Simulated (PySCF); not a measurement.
Compound: C₁₁H₉N.
Bonds: C1–C2, C2–C3 (triple), C3–C4, C4–C5 (aromatic), C5–C6, C5–C7 (aromatic), C7–C8 (aromatic), C8–C9 (aromatic), C9–C10 (aromatic), C10–C11, C11–N12 (triple), C4–C10 (aromatic). Hydrogens: H13, H14, H15 on C1; H16, H17, H18 on C6; H19 on C7; H20 on C8; H21 on C9.

Probes without a nucleus sit at each ring's centroid and 1 Å off its mean plane on both sides; NICS is minus the shielding there, NICSzz its component along the normal. Level: GIAO PBE0/pcSseg-1 (PySCF, non-relativistic, gas phase) on the GFN2-xTB geometry, one conformer.

Ring bond lengths (Å), with Mayer bond orders in brackets: C4–C5 1.401 (1.31), C5–C7 1.386 (1.46), C7–C8 1.388 (1.42), C8–C9 1.381 (1.44), C9–C10 1.394 (1.40), C10–C4 1.405 (1.33).

Q: What do the NICS probes read (ppm)?

A: 
```json
{"ring": "C4–C5–C7–C8–C9–C10", "type": "6-membered carbocycle; formal bonds all aromatic", "NICS(0)": "-8.5", "NICS(1), two faces": "-10.8 / -10.8", "NICS(1)zz, two faces": "-25.1 / -25.2", "rms pucker (Å)": "0.00", "centre to ring atoms, mean (Å)": "1.39"}
```

Q: What do they say, and how far can they be read as aromaticity?

A: 
- C4–C5–C7–C8–C9–C10: mean NICS(1)zz -25.2 ppm, shielded. For a flat ring without four-coordinate atoms the NICS criterion counts such a value as aromatic.

Q: And the bond-length index? HOMA = 1 − mean of α(R − Ropt)² over the ring bonds, with Krygowski's 1993 parameters (CC: Ropt 1.388 Å, α 257.7 Å⁻²).

A: 
- C4–C5–C7–C8–C9–C10: HOMA 0.98 = 1 − EN − GEO, with mean bond length 1.392 Å, EN = α(Ropt − mean)² = 0.005 and GEO = α × variance = 0.019. The geometric and the magnetic index point the same way.

Q: How shielded are the nuclei of the rings and their hydrogens (means over atoms taken as equivalent)?

A: 
| atoms | environment | σ isotropic (ppm) |
| --- | --- | --- |
| C4 | substituted aromatic carbon | 53.1 |
| C5 | substituted aromatic carbon | 38.9 |
| C7 | aromatic CH carbon | 49.6 |
| C8 | aromatic CH carbon | 54.6 |
| C9 | aromatic CH carbon | 49.8 |
| C10 | substituted aromatic carbon | 65.6 |
| H19 | aromatic hydrogen | 24.10 |
| H20 | aromatic hydrogen | 24.25 |
| H21 | aromatic hydrogen | 23.97 |
